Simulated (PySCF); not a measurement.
## Bromine: a sound run and one with changed settings

Sound run: Br+ [Ar] 3d10 4s2 4p4, Br(2+) [Ar] 3d10 4s2 4p3. Computed with PySCF 2.14 in def2-TZVP (6s5p4d1f, 48 functions), with the non-relativistic Hamiltonian (point nucleus). The sound run starts from symmetry-adapted Hartree-Fock orbitals and uses a fine grid where one is needed.

Changed run: 26 angular points. This setting is unsound on purpose.

```tsv
species	method	sound run (hartree)	changed run (hartree)	converged
Br+	UHF	-2572.00262	-2572.00262	yes
Br+	M06-2X	-2573.72013	-2573.72168	yes
Br+	BP86	-2573.94174	-2573.94159	yes
Br(2+)	UHF	-2571.25806	-2571.25806	yes
Br(2+)	M06-2X	-2572.93818	-2572.93818	yes
Br(2+)	BP86	-2573.14858	-2573.14858	yes
```

Ionisation energy of Br+:

```csv
method,sound run (eV),changed run (eV)
UHF,20.261,20.261
M06-2X,21.278,21.320
BP86,21.583,21.579
```

A coarse angular grid integrates products of high-l functions wrongly, so density functionals can shift, and the SCF can exploit the error; Hartree-Fock and MP2 need no grid.

For comparison, NIST gives 21.591 eV between the lowest levels.
